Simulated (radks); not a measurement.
Task: The sulfur anion S2-, [Ar], held by a Watson sphere: a shell of charge +2 at radius R that stands for the Madelung well of a crystal (potential energy -2/R inside, -2/r outside, in hartree with lengths in bohr). All-electron calculation, scalar-relativistic Kohn-Sham, PBE, spin-polarised, spherical densities, point nucleus. Program: a radial shooting solver on a logarithmic mesh with Libxc functionals. Response by self-consistent Sternheimer equations with the Hartree and adiabatic LDA kernel, the relativistic mass of each level held fixed and spin-orbit coupling left out. The sphere does not respond.

| R (bohr) | e(2p) (eV) | e(3s) (eV) | e(3p) (eV) | <r> 3p (bohr) | sum of <r^2> (bohr^2) | X-ray form factor at sin(theta)/lambda = 0.2 1/angstrom | alpha (bohr^3) |
|---|---|---|---|---|---|---|---|
| 2.05 | -153.40 | -18.319 | -8.356 | 2.078 | 39.76 | 11.494 | 23.87 |
| 2.78 | -153.11 | -16.241 | -6.816 | 2.263 | 46.51 | 11.186 | 36.69 |
| 3.14 | -152.85 | -15.408 | -6.089 | 2.343 | 49.66 | 11.111 | 45.48 |
| 3.2 | -152.80 | -15.280 | -5.973 | 2.355 | 50.18 | 11.102 | 47.12 |
| 3.25 | -152.76 | -15.177 | -5.878 | 2.365 | 50.60 | 11.096 | 48.53 |
| 3.47 | -152.57 | -14.746 | -5.474 | 2.409 | 52.45 | 11.072 | 55.23 |
| 3.62 | -152.43 | -14.475 | -5.213 | 2.437 | 53.69 | 11.061 | 60.26 |

Estimate the row for R = 3.86 bohr.

Result: e(2p) (eV) -152.20; e(3s) (eV) -14.075; e(3p) (eV) -4.819; <r> 3p (bohr) 2.480; sum of <r^2> (bohr^2) 55.64; X-ray form factor at sin(theta)/lambda = 0.2 1/angstrom 11.049; alpha (bohr^3) 69.19.
